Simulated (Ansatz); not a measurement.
Mulliken charges of `N[Si]([O])(F)F` radical from r2SCAN/def2-TZVPP in Ansatz (PBE0-D4/def2-TZVP geometry).

```json
{"atom": "N1", "x (Å)": "-0.337", "y (Å)": "0.616", "z (Å)": "0.734", "charge (e)": "-0.336"}
{"atom": "Si2", "x (Å)": "0.309", "y (Å)": "-0.463", "z (Å)": "-0.406", "charge (e)": "0.924"}
{"atom": "O3", "x (Å)": "-0.535", "y (Å)": "-0.096", "z (Å)": "-1.732", "charge (e)": "-0.354"}
{"atom": "F4", "x (Å)": "0.112", "y (Å)": "-1.949", "z (Å)": "0.079", "charge (e)": "-0.301"}
{"atom": "F5", "x (Å)": "1.860", "y (Å)": "-0.230", "z (Å)": "-0.556", "charge (e)": "-0.301"}
{"atom": "H6", "x (Å)": "-1.252", "y (Å)": "0.461", "z (Å)": "1.127", "charge (e)": "0.184"}
{"atom": "H7", "x (Å)": "-0.095", "y (Å)": "1.594", "z (Å)": "0.709", "charge (e)": "0.184"}
```

**Question.** By hand: the dipole of these point charges (1 e Å = 4.8032 D).

**Answer.** Σ q r = (-0.253, 0.433, 0.473) e Å, of length 0.689 e Å = 3.31 D.

**Question.** How does the dipole of the full density compare? (An estimate is asked.)

**Answer.** Computed: (-0.211, 0.412, 0.531) e Å, 3.38 D; the point charges give 0.98 times that, at 6° from its direction.

Point charges leave out the atoms' own dipoles, such as those of lone pairs, and Mulliken's split depends on the basis, so the close match here is no proof of good charges.
